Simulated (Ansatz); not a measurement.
```yaml
crystal:
  periodic: [false, false, false]
  atoms:
    - {symbol: O, position_ang: [-0.981315, 0.748180, -1.259536]}
    - {symbol: Si, position_ang: [0.433506, 0.977709, -0.449699]}
    - {symbol: P, position_ang: [0.898015, -0.879949, 0.758532]}
    - {symbol: O, position_ang: [-0.718365, -1.189693, 1.099907]}
    - {symbol: H, position_ang: [-1.618575, 0.199288, -0.794141]}
    - {symbol: H, position_ang: [0.333588, 2.124330, 0.494300]}
    - {symbol: H, position_ang: [1.509217, 1.242814, -1.437084]}
    - {symbol: H, position_ang: [1.028750, -1.694859, -0.405189]}
    - {symbol: H, position_ang: [-0.796322, -1.574119, 1.975908]}
basis:
  gaussian: {orbitals: def2-SVPD}
total_charge: 1
magnetization: {spin_polarized: true, initial_magnetization: 1}
hamiltonian: {xc: {name: r2SCAN50}, dispersion: d3bj}
scf: {lower_state_search: light}
scf: {max_iter: 3}
output: {forces: true}
```

```sh
$ ansatz run in.yaml --threads 2 --pin off --events-out ev --progress --plain --max-ram 4352MiB
```

(1) How does Ansatz answer? (Estimate.)

Results:

(1) Computed: The input was rejected before any iteration.
```
Error: YAML parse error: error: line 19 column 1: duplicate mapping key: scf, set DuplicateKeyPolicy in Options if acceptable
17 | hamiltonian: {xc: {name: r2SCAN50}, dispersion: d3bj}
18 | scf: {lower_state_search: light}
19 | scf: {max_iter: 3}
20 | output: {forces: true}
```
